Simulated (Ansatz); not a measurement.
Computed with Ansatz on PBE0-D4/def2-TZVP structures; ΔE is electronic, products minus reactants. CBS: MP2 limit from def2 TZ/QZ plus the TZ coupled-cluster correction, frozen cores. Functionals use def2-TZVPP. One conformer a species, not always the lowest.

Reaction (substitution at a C–O bond): `C[O][Al]([SH])[SH]` + `C[SiH](N)N` → `CN[SiH](C)N` + `[OH][Al]([SH])[SH]`

```csv
species,PBE0-D4 energy (Eh)
`C[O][Al]([SH])[SH]`,-1154.85858
`C[SiH](N)N`,-441.77385
`CN[SiH](C)N`,-481.04094
`[OH][Al]([SH])[SH]`,-1115.59838
```

Problem. Work out ΔE.

Solution. ΔE = (-481.04094) + (-1115.59838) − (-1154.85858) − (-441.77385) = -0.00689 Eh = -18.1 kJ/mol. CCSD(T)/CBS gives -18.7 kJ/mol.

Largest T1 diagnostic among the species: 0.012.

In def2-TZVPP, CCSD(T) changes the Hartree–Fock value by −10.1 kJ/mol (the triples alone add −0.9 kJ/mol) and MP2 by −12.9 kJ/mol.
